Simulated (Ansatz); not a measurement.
Input file for Ansatz (an electronic-structure program): U-SVWN5/def2-TZVPP on MgBe+, 2S+1 = 2, a spin state set in the input, which need not be the lowest, a point of a bond scan (R = 2.641 Å). Charge +1.

Ansatz 0.2 input:
```yaml
crystal:
  periodic: [false, false, false]
  atoms:
    - {symbol: Be, position_ang: [0.00000000, 0.00000000, 0.00000000]}
    - {symbol: Mg, position_ang: [0.00000000, 0.00000000, 2.64083200]}
basis:
  gaussian:
    orbitals: def2-TZVPP
    pivot_positions_ang: [[0.00000000, 0.00000000, 0.00000000], [0.00000000, 0.00000000, 2.64083200]]
hamiltonian:
  xc: {name: SVWN5}
total_charge: 1
magnetization: {spin_polarized: true, initial_magnetization: 1}
output: {forces: true, orbitals: {seedname: ./end}}
```

Program output:

```
WARN ansatz: RAYON_NUM_THREADS=2 ignored (pool sized by the plan → 2); use --threads N
Functional definition: SVWN5
integrals: 0.01 GiB planned
429 factors; their error is unknown
mean field: 0.12 GiB planned
mean field evaluation 1: about -5804.2659 eV, gradient 8.7e0 eV
mean field evaluation 2: about -5802.6005 eV, gradient 1.3e1 eV
mean field evaluation 4: about -5805.1737 eV, gradient 1.1e0 eV
mean field evaluation 8: about -5805.1901 eV, gradient 2.0e-2 eV
mean field -5805.19014029 eV, -213.3368027563 hartree, gradient 7.8e-6 eV, S^2 0.761475; 0 other end points of the search recorded, 0 dependent functions left out
the calculation of the forces begins
reference -5805.19017639 eV, -213.3368040832 hartree; 8, 7 occupied and 43, 44 virtual orbitals, 429 factors
Total energy: -5805.19017639 eV, -213.3368040832 hartree
Atom 0 at     0.000000     0.000000     0.000000 Å, force    -0.000000     0.000000     0.116305 eV/Å
Atom 1 at     0.000000     0.000000     2.640832 Å, force     0.000000    -0.000000    -0.116305 eV/Å
Dipole moment:     0.000000    -0.000000    -0.210432 e Å
```

The run converged.

Cost: about 0.8 core-seconds (a rough figure).
